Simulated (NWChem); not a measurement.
All runs are NWChem calculations. System: As (-1), charge -1, spin multiplicity 3. Its SCF solution wasn't tested for a lower state. Level: UMP2/def2-TZVPD, 9 core orbitals frozen.

Input file:

```
start mol
memory heap 200 mb stack 900 mb global 1100 mb
charge -1
geometry units angstroms nocenter noautoz
  As     0.000000     0.000000     0.000000
  symmetry group D2h
end
basis spherical
  * library def2-tzvpd
end
scf
  uhf
  nopen 2
  maxiter 100
  thresh 1e-7
  semidirect memsize 60000000 filesize 0
  # guess.movecs holds the orbitals of an unrestricted PBE0 run
  vectors input guess.movecs output mol.movecs
end
mp2
  freeze core 9
end
task mp2 energy
```

NWChem printed:

```
             Northwest Computational Chemistry Package (NWChem) 7.3.0
             --------------------------------------------------------

                                NWChem Input Module
                                -------------------

 Scaling coordinates for geometry "geometry" by  1.889725989
 (inverse scale =  0.529177249)

                             Geometry "geometry" -> ""
                             -------------------------

 Output coordinates in angstroms (scale by  1.889725989 to convert to a.u.)

  No.       Tag          Charge          X              Y              Z
 ---- ---------------- ---------- -------------- -------------- --------------
    1 As                  33.0000     0.00000000     0.00000000     0.00000000

 Effective nuclear repulsion energy (a.u.)       0.0000000000

            Nuclear Dipole moment (a.u.)
            ----------------------------
        X                 Y               Z
 ---------------- ---------------- ----------------
     0.0000000000     0.0000000000     0.0000000000

      Symmetry information
      --------------------

 Group name             D2h
 Group number             26
 Group order               8
 No. of unique centers     1

      Symmetry unique atoms

     1


 Summary of "ao basis" -> "" (spherical)
 ------------------------------------------------------------------------------
       Tag                 Description            Shells   Functions and Types
 ---------------- ------------------------------  ------  ---------------------
 *                         def2-tzvpd                 on all atoms

 Summary of "ao basis" -> "ao basis" (spherical)
 ------------------------------------------------------------------------------
       Tag                 Description            Shells   Functions and Types
 ---------------- ------------------------------  ------  ---------------------
 As                        def2-tzvpd               18       54   7s5p5d1f

                                 NWChem SCF Module
                                 -----------------

  ao basis        = "ao basis"
  functions       =    54
  atoms           =     1
  alpha electrons =    18
  beta  electrons =    16
  charge          =  -1.00
  wavefunction    = UHF
  use symmetry    = T
  symmetry adapt  = T

 Summary of "ao basis" -> "ao basis" (spherical)
 ------------------------------------------------------------------------------
       Tag                 Description            Shells   Functions and Types
 ---------------- ------------------------------  ------  ---------------------
 As                        def2-tzvpd               18       54   7s5p5d1f

      Symmetry analysis of basis
      --------------------------

        ag         17
        au          1
        b1g         5
        b1u         7
        b2g         5
        b2u         7
        b3g         5
        b3u         7

 Forming initial guess at       0.0s

   Symmetry analysis of molecular orbitals - initial alpha
   -------------------------------------------------------

  Numbering of irreducible representations:

     1 ag          2 au          3 b1g         4 b1u         5 b2g
     6 b2u         7 b3g         8 b3u

  Orbital symmetries:

     1 ag          2 ag          3 b2u         4 b3u         5 b1u
     6 ag          7 b2u         8 b3u         9 b1u        10 ag
    11 b1g        12 b3g        13 b2g        14 ag         15 ag
    16 b2u        17 b3u        18 b1u        19 ag         20 ag
    21 b1g        22 b2g        23 b3g        24 ag         25 b2u
    26 b3u        27 b1u        28 ag

   Symmetry analysis of molecular orbitals - initial beta
   ------------------------------------------------------

  Numbering of irreducible representations:

     1 ag          2 au          3 b1g         4 b1u         5 b2g
     6 b2u         7 b3g         8 b3u

  Orbital symmetries:

     1 ag          2 ag          3 b2u         4 b3u         5 b1u
     6 ag          7 b2u         8 b3u         9 b1u        10 b1g
    11 ag         12 b3g        13 b2g        14 ag         15 ag
    16 b1u        17 b3u        18 b2u        19 ag         20 b2g
    21 b3g        22 ag         23 b1g        24 ag         25 b1u
    26 b2u        27 b3u        28 b3g

 Starting SCF solution at       0.0s

 ----------------------------------------------
         Quadratically convergent UHF

 Convergence threshold     :          1.000E-07
 Maximum no. of iterations :          100
 Integral*density screening:          1.000E-09
 ----------------------------------------------

              iter       energy          gnorm     gmax       time
             ----- ------------------- --------- --------- --------
                 1    -2234.1601206558  5.53D-01  2.73D-01      0.4
                 2    -2234.1679522896  1.31D-01  3.05D-02      0.4
                 3    -2234.1686791779  3.62D-03  1.39D-03      0.4
                 4    -2234.1686826430  4.77D-06  1.97D-06      0.5
                 5    -2234.1686826430  7.17D-09  2.62D-09      0.5

       Final UHF  results
       ------------------

         Total SCF energy =  -2234.168682643026
      One electron energy =  -3124.812842547168
      Two electron energy =    890.644159904142
 Nuclear repulsion energy =      0.000000000000

                       Sz =      1.0000
                 Sz(Sz+1) =      2.0000
                      S^2 =      2.0115

        Time for solution =      0.4s

       Symmetry analysis of molecular orbitals - alpha
       -----------------------------------------------

  Numbering of irreducible representations:
[...]
  ----- ------------  ---------------      ----- ------------  ---------------
     7     -2.230057  1 As s                  6      2.039438  1 As s
     5     -0.164311  1 As s

 Vector   20  Occ=0.000000D+00  E= 3.555997D-01  Symmetry=ag
              MO Center=  9.5D-27, -9.4D-27,  1.4D-31, r^2= 8.3D+00
   Bfn.  Coefficient  Atom+Function         Bfn.  Coefficient  Atom+Function
  ----- ------------  ---------------      ----- ------------  ---------------
    47      1.196558  1 As d  2              42     -0.360421  1 As d  2
    37      0.216177  1 As d  2

 Vector   21  Occ=0.000000D+00  E= 3.555997D-01  Symmetry=b1g
              MO Center= -2.9D-30,  2.1D-30, -1.7D-30, r^2= 8.3D+00
   Bfn.  Coefficient  Atom+Function         Bfn.  Coefficient  Atom+Function
  ----- ------------  ---------------      ----- ------------  ---------------
    43      1.196558  1 As d -2              38     -0.360421  1 As d -2
    33      0.216177  1 As d -2

                     UHF Final Beta Molecular Orbital Analysis
                     -----------------------------------------

 Vector   14  Occ=1.000000D+00  E=-1.796160D+00  Symmetry=ag
              MO Center=  1.1D-16,  1.1D-16, -7.0D-16, r^2= 1.6D-01
   Bfn.  Coefficient  Atom+Function         Bfn.  Coefficient  Atom+Function
  ----- ------------  ---------------      ----- ------------  ---------------
    25      0.909299  1 As d  0              30      0.190209  1 As d  0

 Vector   15  Occ=1.000000D+00  E=-3.257733D-01  Symmetry=ag
              MO Center= -2.7D-16, -2.6D-16,  9.3D-15, r^2= 1.5D+00
   Bfn.  Coefficient  Atom+Function         Bfn.  Coefficient  Atom+Function
  ----- ------------  ---------------      ----- ------------  ---------------
     5      0.613505  1 As s                  6      0.502042  1 As s
     4     -0.349995  1 As s                  3     -0.243905  1 As s

 Vector   16  Occ=1.000000D+00  E=-3.027611D-03  Symmetry=b1u
              MO Center= -1.1D-15,  1.1D-15, -8.7D-15, r^2= 2.5D+00
   Bfn.  Coefficient  Atom+Function         Bfn.  Coefficient  Atom+Function
  ----- ------------  ---------------      ----- ------------  ---------------
    22      0.679719  1 As pz                19      0.376889  1 As pz
    13     -0.265705  1 As pz

 Vector   17  Occ=0.000000D+00  E= 2.970052D-01  Symmetry=b2u
              MO Center= -1.6D-18, -9.2D-16, -2.3D-24, r^2= 3.0D+00
   Bfn.  Coefficient  Atom+Function         Bfn.  Coefficient  Atom+Function
  ----- ------------  ---------------      ----- ------------  ---------------
    21      0.850205  1 As py                12     -0.222893  1 As py
    18      0.166640  1 As py

 Vector   18  Occ=0.000000D+00  E= 2.970052D-01  Symmetry=b3u
              MO Center= -9.2D-16,  3.1D-18, -2.3D-24, r^2= 3.0D+00
   Bfn.  Coefficient  Atom+Function         Bfn.  Coefficient  Atom+Function
  ----- ------------  ---------------      ----- ------------  ---------------
    20      0.850205  1 As px                11     -0.222893  1 As px
    17      0.166640  1 As px

 Vector   19  Occ=0.000000D+00  E= 3.127402D-01  Symmetry=ag
              MO Center= -1.2D-16, -1.2D-16,  1.0D-18, r^2= 8.2D+00
   Bfn.  Coefficient  Atom+Function         Bfn.  Coefficient  Atom+Function
  ----- ------------  ---------------      ----- ------------  ---------------
     7     -2.283091  1 As s                  6      2.149219  1 As s
     5     -0.239226  1 As s

 center of mass
 --------------
 x =   0.00000000 y =   0.00000000 z =   0.00000000

 moments of inertia (a.u.)
 ------------------
           0.000000000000           0.000000000000           0.000000000000
           0.000000000000           0.000000000000           0.000000000000
           0.000000000000           0.000000000000           0.000000000000

  Mulliken analysis of the total density
  --------------------------------------

    Atom       Charge   Shell Charges
 -----------   ------   -------------------------------------------------------
    1 As  33    34.00   2.00  2.00  1.17  0.78  0.93  0.98  0.13  5.99  5.76  0.40  1.42  2.42  8.94  1.07 -0.03  0.03 -0.00  0.00

  Mulliken analysis of the alpha density
  --------------------------------------

    Atom       Charge   Shell Charges
 -----------   ------   -------------------------------------------------------
    1 As  33    18.00   1.00  1.00  0.58  0.39  0.45  0.52  0.05  3.00  2.89  0.22  1.11  1.78  4.46  0.54 -0.01  0.01 -0.00  0.00

   Mulliken analysis of the beta density
   -------------------------------------

    Atom       Charge   Shell Charges
 -----------   ------   -------------------------------------------------------
    1 As  33    16.00   1.00  1.00  0.58  0.39  0.48  0.46  0.08  3.00  2.87  0.17  0.32  0.64  4.48  0.53 -0.02  0.01 -0.00  0.00

   Mulliken analysis of the spin density
   -------------------------------------

    Atom       Charge   Shell Charges
 -----------   ------   -------------------------------------------------------
    1 As  33     2.00  -0.00 -0.00 -0.00 -0.00 -0.03  0.06 -0.03  0.00  0.02  0.05  0.79  1.14 -0.02  0.01  0.01  0.00 -0.00  0.00

       Multipole analysis of the density wrt the origin
       ------------------------------------------------

     L   x y z        total         alpha         beta         nuclear
     -   - - -        -----         -----         ----         -------
     0   0 0 0     -1.000000    -18.000000    -16.000000     33.000000

     1   1 0 0      0.000000      0.000000      0.000000      0.000000
     1   0 1 0     -0.000000     -0.000000      0.000000      0.000000
     1   0 0 1     -0.000000     -0.000000      0.000000      0.000000

     2   2 0 0    -16.780254    -11.827284     -4.952970      0.000000
     2   1 1 0      0.000000      0.000000     -0.000000      0.000000
     2   1 0 1      0.000000      0.000000      0.000000      0.000000
     2   0 2 0    -16.780254    -11.827284     -4.952970      0.000000
     2   0 1 1      0.000000      0.000000     -0.000000      0.000000
     2   0 0 2    -20.436385    -11.558074     -8.878310      0.000000

                   NWChem MP2 Semi-direct Energy/Gradient Module
                   ---------------------------------------------

  Basis functions       =     54
  Molecular orbitals    =     54
  Frozen core           =      9
  Frozen virtuals       =      0
  Active alpha occupied =      9
  Active beta occupied  =      7
  Active alpha virtual  =     36
  Active beta virtual   =     38
  Use MO symmetry       = T
  Use skeleton AO sym   = T

  AO/Fock/Back tols     =   1.0D-09  1.0D-09  1.0D-09

 GA uses MA = F    GA memory limited = T

 Available:
  local mem=  1.26D+08
 global mem=  1.44D+08
 local disk=  0.00D+00
  mp2_memr nvloc                    36
  nvloc new                    36
   1 passes of   9:        3145728                      22142                   1640932.
   1 passes of   9: M    126152001           G      144173368           F     123006273.

 Semi-direct pass number   1 of   1  for UHF alpha       at        0.5s
  vrange nnbf                  1485
  mp2_eaftype                    10  avail_ma_in_mb                  1099
 EAF : mp2_eaftype filesize          10     820466.
  mp2_eaf for mointskh                     10
Node 0 wrote      3.8 Mb in      0.0 s     Agg I/O rate:  1597.1 Mb/s
 Done moints_semi at        1.4s
  mp2_eaftype                    10  avail_ma_in_mb                  1089
 EAF : mp2_eaftype filesize          10     820466.
  mp2_eaf for kh                    10
 Done maket at        1.5s
 Done multipass loop at        1.5s

 GA uses MA = F    GA memory limited = T

 Available:
  local mem=  1.26D+08
 global mem=  1.44D+08
 local disk=  0.00D+00
  mp2_memr nvloc                    38
  nvloc new                    38
   1 passes of   7:        3145728                      19243                   1348090.
   1 passes of   7: M    126152001           G      144173368           F     123006273.

 Semi-direct pass number   1 of   1  for UHF beta        at        1.5s
  vrange nnbf                  1485
  mp2_eaftype                    10  avail_ma_in_mb                  1099
 EAF : mp2_eaftype filesize          10     674045.
  mp2_eaf for mointskh                     10
Node 0 wrote      3.2 Mb in      0.0 s     Agg I/O rate:  2339.6 Mb/s
 Done moints_semi at        2.4s
  mp2_eaftype                    10  avail_ma_in_mb                  1089
 EAF : mp2_eaftype filesize          10     674045.
  mp2_eaf for kh                    10
 Done maket at        2.4s
 Done multipass loop at        2.4s

          -------------------------------------------
          SCF energy               -2234.168682643026
          Correlation energy          -0.221381542322
          Singlet pairs                0.000000000000
          Triplet pairs                0.000000000000
          Total MP2 energy         -2234.390064185347
          -------------------------------------------

          ---------------------------------------------------
                    Spin Component Scaled (SCS) MP2
          Same spin pairs                     -0.070553927554
          Same spin scaling factor             0.333333333333
          Opposite spin pairs                 -0.150827614768
          Opposite spin scaling fact.          1.200000000000
          SCS-MP2 correlation energy          -0.204511113572
          Total SCS-MP2 energy             -2234.373193756599
          ---------------------------------------------------

 -----------------------
 Performance information
 -----------------------

 Timer overhead =  9.63D-08 seconds/call

               Nr. of calls         CPU time (s)                 Wall time (s)                GFlops
             ---------------    -------------------     ------------------------------   -------------------
Name         Min   Avg   Max    Min     Avg     Max     Min     Avg     Max   Mx/calls   Min     Max     Sum
mp2: moin     2     2     2    1.8     1.8     1.8      1.8     1.8     1.8    0.91      0.0     0.0     0.0
mp2: make     2     2     2   2.51E-2 2.51E-2 2.51E-2  2.51E-2 2.51E-2 2.51E-2 1.26E-2   0.0     0.0     0.0
mp2: tota     1     1     1    1.9     1.9     1.9      1.9     1.9     1.9     1.9      0.0     0.0     0.0

 The average no. of pstat calls per process was 5.00D+00
 with a timing overhead of 4.81D-07s

 Task  times  cpu:        2.4s     wall:        2.4s

 Total times  cpu:        2.4s     wall:        2.4s
```
